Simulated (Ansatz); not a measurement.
```xyz
3

O     0.0000    0.0000   -1.2521
C     0.0000    0.0000    0.0000
O     0.0000    0.0000    1.2521
```

Basis set: cc-pVDZ (spherical functions). Frozen core: 3 orbitals. Charge 0, multiplicity 1.

Computed with Ansatz (development build ahead of 0.2.0); each method stands on the lowest determinant of its kind that the runs found. Restricted open shells among the atoms or ions are ROHF, correlated in semicanonical orbitals with singles.

(1) Give the atomization energy at this shape (free ground-state atoms in the same class of orbitals less the molecule, no zero-point energy) of singlet CO2 by RHF-MP2, RHF.

Answers

(1)

```csv
method,atomization energy
RHF-MP2,369.75 kcal/mol
RHF,218.10 kcal/mol
```

Caution: the shape is not the minimum.
